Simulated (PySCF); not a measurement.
BH7NPSi.
Z-matrix (Å and degrees, PBE0-D3(BJ)/def2-SVP geometry), rows numbered from 1:
```
B 
P   1  1.8416
Si  2  2.2381  1  109.55
N   3  1.7246  2  108.08  1  -170.98
H   1  1.2063  2  120.31  3  -144.73
H   1  1.2074  2  118.23  3    42.51
H   2  1.4183  1  109.16  3   117.30
H   3  1.4931  2  114.09  1    71.15
H   3  1.4996  2  102.47  1   -45.89
H   4  1.0136  3  119.96  2  -157.75
H   4  1.0137  3  120.66  2    55.54
```

Method used: core-valence-separated Tamm–Dancoff BHandHLYP/aug-pcX-1 (pcseg-1 on H, def2-SVPD on Si, def2-SVPD on P) in PySCF, non-relativistic, gas phase, PBE0-D3(BJ)/def2-SVP geometry. No shift to experiment was applied.

Task: What does the N 1s absorption edge look like?

Result: 
| E (eV) | f | core hole on | main final orbital |
| --- | --- | --- | --- |
| 399.01 | 0.0066 | N4 | LUMO+1 (83 %) |
| 399.71 | 0.0054 | N4 | LUMO (86 %) |
| 400.11 | 0.0310 | N4 | spread |
| 400.54 | 0.0291 | N4 | spread |
| 401.06 | 0.0028 | N4 | LUMO+2 (38 %) |
| 401.23 | 0.0180 | N4 | LUMO+9 (34 %) |
| 401.52 | 0.0007 | N4 | spread |

The first line with a tenth or more of the strongest one's intensity is at 399.01 eV (f = 0.007), with the hole on N4 (silicon-bound nitrogen). The strongest listed is at 400.11 eV (f = 0.031; N4).

Task: What does the B 1s absorption edge look like?

Result: 
| E (eV) | f | core hole on | main final orbital |
| --- | --- | --- | --- |
| 185.69 | 0.0847 | B1 | LUMO (84 %) |
| 191.03 | 0.0022 | B1 | LUMO+2 (45 %) |
| 191.21 | 0.0106 | B1 | LUMO+1 (31 %) |
| 191.56 | 0.0202 | B1 | LUMO+3 (34 %) |
| 191.78 | 0.0008 | B1 | spread |
| 191.94 | 0.0111 | B1 | LUMO+4 (65 %) |
| 192.15 | 0.0071 | B1 | LUMO+6 (41 %) |

The first line with a tenth or more of the strongest one's intensity is at 185.69 eV (f = 0.085), with the hole on B1 (three-coordinate boron). It is also the strongest listed.

Roots within 0.03 eV whose holes lie on the same, on equivalent or on shared atoms are summed into one line, and the highest roots are left out, as the search may have cut off their partners. Final orbitals are the ground state's empty Kohn–Sham orbitals.

Task: What are the wavelength and the wavenumber of the 401.23 eV line?

Result: λ = 12398.42 eV Å/401.23 eV = 30.901 Å; 3.2361 × 10⁶ cm⁻¹.

The ionisation thresholds weren't computed; near and above them a finite basis only mimics Rydberg series and continuum.

The run took 4.2 s wall on one thread of an AMD EPYC 7B13, no GPU, shared host with 128 logical CPUs at a one-minute load of 21, and the process peaked at 0.62 GiB of memory.

One conformer stands for the species.
